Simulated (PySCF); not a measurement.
# Broadened absorption spectrum of C5H10GeO

C5H10GeO.
SMILES with atom numbers: `[CH:1]#[C:2][GeH2:3][O:4][CH:5]([CH3:6])[CH3:7]` (hydrogens: H8 on C1; H9, H10 on Ge3; H11 on C5; H12, H13, H14 on C6; H15, H16, H17 on C7)

Level of theory: TDDFT CAM-B3LYP/def2-SVPD, vertical, gas phase, core orbitals frozen in the response in PySCF 2.14.0, density-fitted response routines. The structure is a single PBE0-D3(BJ)/def2-SVP conformer in the gas phase; no vibrational or solvent corrections. The CAM-B3LYP/def2-SVPD calculation is non-relativistic and has no spin–orbit coupling, an omission that weighs most on germanium. Torsions of this conformer, `[CH:1]#[C:2][GeH2:3][O:4][CH:5]([CH3:6])[CH3:7]`: C2–Ge3–O4–C5 39°, Ge3–O4–C5–C6 67°.

Computed states:

```csv
state,E (eV),f
S1,5.95,0.0003
S2,6.31,0.0029
S3,6.40,0.0004
S4,6.59,0.0032
S5,7.47,0.051
S6,7.52,0.014
S7,7.58,0.031
S8,7.91,0.0091
S9,8.01,0.036
S10,8.07,0.016
```

Broadening: Gaussians 0.4 eV wide at half height, area fixed by f = 4.319×10⁻⁹ ∫ε dν̃. The width is an assumption, not a result. The curve ends short of the highest state used, and states not computed would add to its high-energy end.

Q: Give the broadened spectrum and its maxima.

A: 
```tsv
λ (nm)	ε (L mol⁻¹ cm⁻¹)
166.1	5949
168.9	3823
171.8	1504
174.6	403
177.5	83
180.3	63
183.2	136
186.0	229
188.9	298
191.7	321
194.6	305
197.4	256
200.3	183
203.1	116
206.0	67
208.8	40
211.7	24
214.5	15
217.4	8
220.2	4
223.1	1
225.9	1
228.8	0
231.6	0
```

Maxima: 192 nm (6.46 eV), ε about 320, made up of S2 (41%) and S4 (50%) (ε in L mol⁻¹ cm⁻¹; maxima over ε = 5, shares over 10%). At its high-energy end, 7.47 eV, the curve is still rising (ε about 6000, from S5, S6 and S7).

Q: Coming from long wavelengths, where does ε first pass 100 L mol⁻¹ cm⁻¹?

A: At about 204 nm (6.08 eV), 0.13 eV above S1.

Q: On this curve, what absorbance would a 10⁻⁴ mol/L sample give at 193 nm over a 1 cm path?

A: 193 nm is 6.424 eV, where ε is about 320 L mol⁻¹ cm⁻¹, so A = ε c l ≈ 0.032 (Beer–Lambert, with the gas-phase spectrum and the assumed width).

Q: What would ε be at 6.46 eV, the highest of these maxima, with half the width (0.2 eV)?

A: About 263 L mol⁻¹ cm⁻¹ against 321, a factor of about 0.8; a lone state at its own centre would give exactly 2.

The vertical ionisation energy (ΔSCF) is 9.81 eV, 1.75 eV above S10.
